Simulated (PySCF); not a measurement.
**Cl⁶⁺ (chlorine, charge +6): UHF calculation**

Configuration: [Ne] 3s1, 2S determinant. All numbers are calculated (PySCF 2.14, scalar relativity by spin-free X2C-1e, in an uncontracted even-tempered set (19 s from 0.19 bohr⁻², ratio 2.5; 12 p from 0.24 bohr⁻², ratio 2.5; 5 d from 1.2 bohr⁻², ratio 2.7; 5 f from 1.8 bohr⁻², ratio 2.7)).

* Total energy: -450.332398 hartree
* One-electron energy: -576.5601 hartree
* Hartree (Coulomb) energy: 151.3255 hartree
* Exchange energy: -25.0977 hartree
* ⟨S²⟩: 0.7500
* ⟨L²⟩: 0.000
* Sum of ⟨r⟩: 4.742 bohr
* Sum of ⟨r²⟩: 3.527 bohr²

```tsv
shell	electrons	mean orbital energy (eV)	rms radius, mean of both spins (bohr)
1s α	1	-2977.2	0.105
1s β	1	-2976.2	0.105
2s α	1	-397.66	0.475
2s β	1	-395.91	0.475
2p α	3	-326.79	0.446
2p β	3	-326.08	0.446
3s α	1	-113.73	1.36
```

Densities and radii are taken from the X2C orbitals without a picture-change correction, which distorts them close to the nucleus.
